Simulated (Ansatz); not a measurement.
Total energies of SnHMe2(OAc) (C₄H₁₀O₂Sn) from Ansatz at PBE0-D4/def2-TZVPD, gas phase (1 Eh = 27.2114 eV = 2625.5 kJ/mol). The reference geometry is relaxed at PBE-D4/def2-SVP.

| state | geometry | energy (Eh) |
| --- | --- | --- |
| charge 0 singlet | reference | -523.02139 |
| charge -1 doublet | reference | -522.99812 |
| free Sn atom (triplet) | – | -214.25878 |
| free H atom (doublet) | – | -0.50104 |
| free C atom (triplet) | – | -37.80543 |
| free O atom (triplet) | – | -75.01925 |

In the def2 sets Sn takes a core potential; there is no spin–orbit coupling.

Work out the vertical electron affinity, to the doublet.

E(charge 0 singlet) − E(charge -1 doublet) = -523.02139 − (-522.99812) = -0.02327 Eh = -0.63 eV; negative, so the extra electron isn't bound.

What is the binding energy per atom against free atoms?

Atoms: 1 × (-214.25878) + 10 × (-0.50104) + 4 × (-37.80543) + 2 × (-75.01925) = -520.52940 Eh. Binding: -520.52940 − (-523.02139) = 2.49199 Eh = 67.81 eV, or 3.99 eV for each of 17 atoms (no zero-point energy, no counterpoise term).

At PBE0-D4/def2-TZVPD the highest occupied level of the charge -1 doublet lies above zero (up to 1.56 eV). By energy differences it is unbound by 0.63 eV (vertical, against the charge 0 singlet, at PBE0-D4/def2-TZVPD) and held by the finite basis.
